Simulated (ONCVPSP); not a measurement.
W: one change to an ONCV potential, before and after

```
Element                 : W (Z = 74)
Generator               : ONCVPSP 4.0.1
Type                    : optimised norm-conserving Vanderbilt (ONCV)
Functional              : PBEsol
Relativity              : non-relativistic
Frozen core             : [Kr] 4d10 4f14
Valence charge          : 14
Reference configuration : 5s2 5p6 5d4 6s2
Partial waves           : 5s+6s: rc 1.90 bohr, ncon 4, nbas 8, qcut 8.4 1/bohr, 2 projectors; 5p: rc 1.45 bohr, ncon 3, nbas 6, qcut 6 1/bohr, 2 projectors, debl 0.5 Ha; 5d: rc 2.60 bohr, ncon 3, nbas 7, qcut 6.1 1/bohr, 2 projectors, debl 3.9 Ha
Local potential         : polynomial inside 1.15 bohr (lpopt 5, dvloc0 2 Ha)
Core correction         : Teter function, parameters optimised by the program
```

In the p channel the program set the typed energies aside and used -1.499, 0.250 Ha.

All-electron outer shells of the reference configuration (PBEsol, non-relativistic, ld1.x):

```csv
shell,level (eV),outermost node (bohr),outermost maximum (bohr)
5s,-65.05,0.58,1.05
4f,-41.95,–,0.42
5p,-40.78,0.59,1.13
5d,-5.84,0.63,1.47
6s,-4.78,1.41,2.95
```

Change: s: rc 2.64.

Cutoffs: the cutoffs (Ha) at which the residual kinetic energy of the hardest occupied pseudo-wave falls to 1 and 0.1 mHa per electron; they do not see the model core or the augmentation charge, which bear on the density cutoff. Errors are all-electron minus pseudo energies relative to the spin-unpolarised reference configuration.

Q: What does the change do?

A: The potential gets neither clearly harder nor softer (20 Ha and 58 Ha → 20 Ha and 58 Ha); the p channel sets the loose cutoff, while the largest relative change is in s, which becomes softer; the lowest positive-energy flag moves from s at 92.6 eV to s at 44.5 eV; of the 4 tests that both files solve, the error grows in 2 and shrinks in 1 by more than 15 % and 0.3 meV (median size 2.1 → 2.5 meV); neither file shows a bound ghost.

| quantity | base | changed |
| --- | --- | --- |
| cutoff, loose | 20 Ha | 20 Ha |
| cutoff, tight | 58 Ha | 58 Ha |
| loose cutoff by channel | s 20 Ha, p 20 Ha, d 12 Ha | s 12 Ha, p 20 Ha, d 12 Ha |
| bound ghosts | none | none |
| GHOST(+) flags under 300 eV | s at 92.6 eV | s at 44.5 eV |
| error for 5s2 5p6 5d4 6s1, meV [ΔE 7.69 eV] | 0.0 | -0.6 |
| error for 5s2 5p6 5d4 6s0, meV [ΔE 21.57 eV] | +0.3 | -4.3 |
| error for 5s2 5p6 5d3 6s0, meV [ΔE 47.73 eV] | +3.8 | +0.4 |
| error for 5s2 5p6 5d3 6s2 6p1, meV [ΔE 5.43 eV] | +8.1 | +8.4 |
| p: phases at 1.47 bohr within 0.05 rad from the reference energy up to (Ha; the scan ends near 5) | 5.0 | 5.0 |
| d: phases at 2.63 bohr within 0.05 rad from the reference energy up to (Ha; the scan ends near 5) | to the end of the scan | to the end of the scan |
| rms error of d²Exc/dni dnj with the model core, mHa | 0.21 | 0.62 |
